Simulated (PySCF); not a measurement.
A GIAO shielding run with PySCF (density fitting, non-relativistic, gas phase) on `[SiH3]CCS[SiH2][SiH2][SiH3]`, C$_{2}$H$_{14}$SSi$_{4}$:

```
$ OMP_NUM_THREADS=1 python probes_run.py task.json out

{"job": {"kind": "nmr", "xc": "PBE0", "basis": "pcSseg-1"}, "charge": 0, "multiplicity": 1}
Si     4.314041     0.964715    -0.156664
C      2.539056     1.083697     0.517894
C      1.623791     0.044847    -0.090897
S     -0.087721     0.232028     0.540587
Si    -1.017658    -1.474063    -0.380260
Si    -3.268463    -1.352117     0.116470
Si    -4.391615     0.569197    -0.537022
H      5.123063     2.006128     0.474940
H      4.297343     1.151608    -1.609058
H      4.868270    -0.356229     0.147331
H      2.127883     2.075096     0.317833
H      2.536738     0.962768     1.602950
H      1.573168     0.147340    -1.175290
H      1.952976    -0.964786     0.156612
H     -0.683171    -1.355734    -1.804879
H     -0.229667    -2.622370     0.082926
H     -3.848865    -2.545193    -0.523476
H     -3.463182    -1.607282     1.551415
H     -3.817074     1.777831     0.052881
H     -5.809932     0.543810    -0.166850
H     -4.347902     0.735652    -1.993535
```

Hardware: 1 thread of an Arm Neoverse N1, shared host. The job also computes population analyses, field gradients.

(1) How large is the calculation?

(2) How long does it take, and how much memory does it need?

Answers

(1) 98 electrons, 224 basis functions and 1283 auxiliary functions.

(2) 84 s of wall time, with 12 SCF cycles and 4 response iterations; peak memory 1.1 GiB. Times on a shared host scatter by some tens of per cent.
